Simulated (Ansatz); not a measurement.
Program: Ansatz. Geometries: PBE0-D4/def2-TZVP. ΔE: electronic, gas phase. CBS: MP2 limit from def2 TZ/QZ plus the TZ coupled-cluster correction, frozen cores. This one scheme is used for every species. For Se outer-core shells are correlated without core-valence functions, which leaves a few kJ/mol of doubt a bond. Scalar relativity is left out up to krypton. Each species was taken in one conformer, which may not be the lowest.

`C[CH2][AlH][SeH]` + `N[SiH3]` → `[SiH3][NH][AlH][SeH]` + ethane  (ligand exchange at the Al–C bond)

`C[CH2][AlH][SeH]`:

```xyz
11

C     0.017   -0.995    0.922
C     0.812    0.223    0.461
Al    0.103    1.243   -1.050
Se   -1.872    0.618   -2.098
H    -0.994   -0.723    1.235
H     0.492   -1.497    1.770
H    -0.083   -1.736    0.124
H     0.938    0.934    1.290
H     1.837   -0.067    0.193
H     0.805    2.532   -1.648
H    -2.055   -0.532   -1.200
```

`N[SiH3]`:

```xyz
7

N    -0.118    0.820    0.672
Si    0.142   -0.439   -0.471
H     0.267    0.738    1.599
H    -1.005    1.295    0.696
H     1.592   -0.761   -0.473
H    -0.596   -1.713   -0.218
H    -0.282    0.060   -1.804
```

`[SiH3][NH][AlH][SeH]`:

Z-matrix (Å, degrees):
```
Si
N 1 1.726
H 1 1.489 2 112.2
H 1 1.486 2 107.2 3 -119.6
H 1 1.489 2 112.2 3 120.9
Al 2 1.779 1 129.6 3 119.0
H 2 1.012 1 114.8 3 -60.8
Se 6 2.316 2 117.7 1 0.3
H 6 1.577 2 120.3 1 -179.7
H 8 1.470 6 90.1 2 -179.9
```

`CC`:

```xyz
8

C     0.480   -0.243    0.536
C    -0.480    0.243   -0.536
H     1.490   -0.372    0.138
H     0.542    0.464    1.366
H     0.165   -1.205    0.947
H    -1.490    0.372   -0.138
H    -0.542   -0.464   -1.366
H    -0.165    1.205   -0.947
```

| species | CCSD(T)/CBS(def2) energy (Eh) |
| --- | --- |
| `C[CH2][AlH][SeH]` | -2723.08028 |
| `N[SiH3]` | -346.80422 |
| `[SiH3][NH][AlH][SeH]` | -2990.20947 |
| `CC` | -79.71954 |

**Question.** Work out ΔE.

**Answer.** ΔE = (-2990.20947) + (-79.71954) − (-2723.08028) − (-346.80422) = -0.04451 Eh = -1.21 eV.

Largest T1 diagnostic among the species: 0.010.

In def2-TZVPP, CCSD(T) changes the Hartree–Fock value by +0.07 eV (the triples alone add +0.01 eV) and MP2 by +0.05 eV. From PBE to PBE0 (25 % exact exchange), in def2-TZVPP and without D4, ΔE moves by −0.03 eV.
